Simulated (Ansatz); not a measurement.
Reaction (formal loss of a carbene): `CC(O)[SiH2]O` → `[CH2]` (triplet) + `OC[SiH2]O`

Program: Ansatz. Geometries: PBE0-D4/def2-TZVP. ΔE: electronic, gas phase. CBS: MP2 limit from def2 TZ/QZ plus the TZ coupled-cluster correction, frozen cores. This one scheme is used for every species. DFT in def2-TZVPP. HSE06 is defined as in plane-wave codes. Triplets are unrestricted, without spin–orbit coupling. One conformer a species, not always the lowest.

`CC(O)[SiH2]O`:

Cartesian coordinates in Å:
```
C -0.093 1.517 0.458
C 0.153 0.043 0.695
O 1.562 -0.190 0.492
Si -0.740 -1.080 -0.537
O -0.197 -0.733 -2.053
H 0.526 2.120 1.126
H -1.142 1.763 0.639
H 0.147 1.794 -0.572
H -0.119 -0.201 1.732
H 1.780 -1.057 0.844
H -2.214 -0.900 -0.560
H -0.414 -2.487 -0.153
H 0.751 -0.590 -2.110
```

`[CH2]` (triplet):

Z-matrix (Å, degrees):
```
C
H 1 1.079
H 1 1.079 2 134.9
```

`OC[SiH2]O`:

```xyz
10

O     0.111    1.406   -1.218
C     0.817    0.283   -0.703
Si    0.013   -0.323    0.886
O    -1.617   -0.425    0.604
H    -0.831    1.213   -1.170
H     1.845    0.609   -0.516
H     0.879   -0.525   -1.448
H     0.567   -1.646    1.294
H     0.181    0.672    1.972
H    -1.964   -1.264    0.300
```

| level | ΔE (kJ/mol) |
| --- | --- |
| r2SCAN-D4 | 425.0 |
| ωB97M-V | 449.8 |
| HSE06 | 437.2 |
| BHLYP | 418.1 |

(1) What does CCSD(T)/CBS give? (An estimate is asked.)

Largest T1 diagnostic among the species: 0.011.

Results:

(1) Computed: +447.6 kJ/mol. The listed levels differ from it by -22.6, 2.2, -10.4, -29.5 kJ/mol.

At CCSD(T), def2-SVP lies −12.0 kJ/mol from the extrapolated value and def2-TZVPP −10.8 kJ/mol. The D4 term adds +12.5 kJ/mol with B3LYP and +6.8 kJ/mol with PBE0; it sums over pairs of atoms, weighted by their polarisabilities, and B3LYP, whose exchange is more repulsive, gets the larger term.

CCSD(T)/CBS has its own doubt, a few kJ/mol and more with outer-core shells, so smaller differences from it don't rank the levels.

B3LYP here is the variant with VWN-RPA as its local correlation; programs differ in this.
